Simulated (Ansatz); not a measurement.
Start from `N[SiH2][AlH2]` and change one atom or group to get `N[SiH2][SbH2]`.

Ansatz, PBE0-D4/def2-TZVP geometries, multiplicity 1. Each molecule was computed in one conformer, which needn't be the lowest.

Elements past krypton have def2 core potentials.  Spin–orbit coupling is left out; it splits and shifts lone-pair levels of the heavy atoms by tenths of an eV.

```tsv
property	`N[SiH2][AlH2]`
LUMO energy (PBE0/def2-TZVPP) / eV	-1.93
HOMO energy (ωB97M-V/def2-TZVPP) / eV	-9.18
HOMO energy (PBE/def2-TZVPP) / eV	-5.83
size of the dipole moment (PBE/def2-TZVPP) / D	1.31
size of the dipole moment (ωB97M-V/def2-TZVPP) / D	1.26
zero-point energy (PBE0-D4/def2-TZVP) / kJ/mol	146.6
```

**Question.** Give the same properties after the change, and the shifts. (Best estimate.)

**Answer.** Ansatz gave: 
```
                                          property  `N[SiH2][SbH2]`  shift
                LUMO energy (PBE0/def2-TZVPP) / eV            -0.33   1.60
             HOMO energy (ωB97M-V/def2-TZVPP) / eV            -8.82   0.36
                 HOMO energy (PBE/def2-TZVPP) / eV            -5.74   0.09
    size of the dipole moment (PBE/def2-TZVPP) / D             1.50   0.19
size of the dipole moment (ωB97M-V/def2-TZVPP) / D             1.53   0.27
    zero-point energy (PBE0-D4/def2-TZVP) / kJ/mol            148.4    1.8
```

With PBE0 the HOMO rises by 0.28 eV and the LUMO rises by 1.60 eV, so the gap widens by about 1.32 eV. PBE moves the HOMO by 0.09 eV and ωB97M-V by 0.36 eV. Dipoles are sizes alone; their direction can turn.
